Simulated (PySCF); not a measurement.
## DyH3(H2O): from a saddle point downhill

PySCF 2.14.0, RKS PBE0, Dy lcecp-1-SVP with ECP55, H def2-SVP, O def2-SVP; non-relativistic Hamiltonian with scalar-relativistic core potentials where named; density fitting; no spin-orbit coupling. Relaxed within the symmetry of its start, the geometry (Cs) is

```xyz
7

Dy    0.1247   -0.1384    0.1384
H     0.9863    1.5154    0.9489
H    -0.9785   -1.3396    1.3396
H     0.9863   -0.9489   -1.5154
O    -1.1960    1.2578   -1.2578
H    -1.1477    2.2138   -1.1130
H    -1.1477    1.1130   -2.2138
```

and its lowest harmonic modes are -103, 138, 214, 239, 332, 379 cm⁻¹ (negative: unstable). It was moved along the lowest mode and relaxed again.

(1) Where does it end, and how much lower?

(2) How do the contacts change?

(3) Is the end a minimum?

An lcecp potential fixes the number of 4f electrons, so in runs with it no electron can move into or out of that shell.

State: singlet in the valence, with the 4f electrons in the core potential.

Results:

(1) In C1, 0.049 eV lower, after 27 steps:
```xyz
7

Dy    0.0474   -0.2323   -0.0436
H     0.4153    1.7954    0.3236
H    -0.9069   -1.2867    1.3804
H     1.4266   -1.2360   -1.1126
O    -1.2449    1.2421   -1.2605
H    -0.6587    1.8833   -0.7146
H    -1.4515    1.6400   -2.1130
```

(2) 
```
     contact  saddle (Å)  end (Å)
  Dy1–H2 (H)       2.033    2.093
  Dy1–H3 (H)       2.026    2.012
  Dy1–H4 (H)       2.033    2.013
Dy1–O5 (H2O)       2.375    2.308
```
Short contacts between ligands at the end: H2···H6 1.50 Å.

(3) Yes; lowest modes 144, 224, 258, 277, 438, 516 cm⁻¹.
